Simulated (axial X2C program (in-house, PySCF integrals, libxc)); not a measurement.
NInN⁺: properties at the nuclei

Calculated with an in-house all-electron X2C program for linear molecules (integrals from PySCF): two-component X2C with atomic mean-field Coulomb and Gaunt terms, Gaussian nuclei, basis N dyall-av3z, In dyall-v3z with contracted cores.

N–In–N held linear, with bonds 2.091 and 2.091 Å (near the PBE0 minimum at charge 1 of the determinant lowest at the starting distance; the state shown can have its own minimum elsewhere, held linear; other orders of the atoms were not compared).

Input and command:
```json
{"zs": [7, 49, 7], "q": 1, "bas": ["dyall-av3z", "dyall-v3z", "dyall-av3z"], "r0": [1.96, 1.96], "symm": 1, "scan": ["PBE0", "HF", "B3LYP"], "levels": ["PBE0", "HF", "TPSSh"], "nst": 2}
```
```bash
python solin.py task.json out
```

Keys: zs atomic numbers; q charge; bas basis sets; r0 starting distance in Å; symm equal bonds; scan levels of the two-bond scan; levels methods; nst determinants followed.

Determinant lowest in the PBE0 search, Ω = 2 (⟨Sz⟩ = 2.00, ⟨Lz⟩ = 0.00 at PBE0), spin on the atoms N 1.00, In 0.01, N 1.00:

```
level  A∥/gI N (MHz)  qzz N (a.u.)  A∥/gI In (MHz)  qzz In (a.u.)
 PBE0          -56.3         -0.35            -367          -6.88
   HF          -26.8         -0.25            -854          -8.97
TPSSh          -51.1         -0.38            -247          -6.52
```

A∥ (defined per Ω) follows by multiplying with gI = μI/(I μN); qzz is the electric field gradient, eQq0 = 234.96 MHz × Q/barn × qzz. The operators were transformed with the bare-nucleus X2C matrices; with these basis sets, hyperfine constants and field gradients can be off by tens of per cent, and where levels differ in sign neither size nor sign is settled.

Q: With Q(14N) = 0.02044 barn, Q(115In) = 0.772 barn (Q from Pyykkö, Mol. Phys. 2018), turn the PBE0 values of the first state into constants in MHz.

A: eQq0(14N) = 234.96 × (0.02044) × (-0.35) = -1.68 MHz; eQq0(115In) = 234.96 × (0.772) × (-6.88) = -1250 MHz.

The molecule was held linear; bending was not examined, so a bent shape may lie lower.

Each state is one determinant with collinear spin, which with several unpaired electrons need not be a pure state. Unrestricted Hartree–Fock can overshoot spin polarisation at the nuclei. This is the top spin component of a Σ state; components of lower Ω are not single determinants and can lie lower. With several open shells hyperfine constants can be off by a factor of several. Open-shell Ω = 0 determinants with evenly filled partner blocks cannot be reached by this program, so the Ω shown need not be the lowest component. The search compared states at one distance, so a state with another bond length can lie lower. Further determinants of the search, some of them spin-mixed, are not shown. Where a field gradient or hyperfine factor spreads by more than a factor of two over the levels, a constant derived from it is not to be relied on.
